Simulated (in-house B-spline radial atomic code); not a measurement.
Atomic self-consistent-field run: Si⁺. Method: non-relativistic B3LYP, spherical fractional occupations, point nucleus, inside a hard spherical wall at 8.36 bohr. Calculated with a B-spline radial code for spherical atoms.

Command:
```bash
python run_scf.py task.json out
```
Settings:
```
Z                14
configuration    [Ne] 3s1 3p2
hamiltonian      nr
method           b3lyp
spin_polarised   False
wall_radius      8.36
```

Output (hartree, bohr):
```
 radial grid: 42 intervals, B-splines of order 8, outer radius 8.36 bohr

 iter        energy (Eh)    residual
    1        -288.137510    2.17e-01
    2        -288.615496    8.14e-02
    3        -288.748298    1.86e-02
    4        -288.756887    3.87e-03
    5        -288.757322    2.49e-03
    6        -288.757464    3.73e-05
    7        -288.757465    1.12e-05
    8        -288.757465    3.57e-07
    9        -288.757465    3.54e-09

 total energy                      -288.75746
 kinetic                             288.2646
 electron-nucleus                   -683.1877
 Hartree                             126.5891
 exact exchange                       -3.9267
 exchange-correlation                -16.4968

 orbital      occ     eigenvalue          <r>       <r^2>       <1/r>       r_max
 1s         2.000       -66.5847     0.111631    0.016766     13.5697       0.073
 2s         2.000        -5.7363     0.568611    0.386103     2.57202      0.4556
 2p         6.000        -4.0955     0.536702    0.362957     2.46053       0.388
 3s         1.000        -0.7325      2.04888     4.84627    0.662039       1.732
 3p         2.000        -0.4415      2.44869     7.01728    0.545261       2.009
```

Run time, properties included: 0.04 s on 1 thread of Arm Neoverse V1, on a shared host.

Caution: exact exchange at fractional occupations of open shells leaves self-interaction of up to several eV.
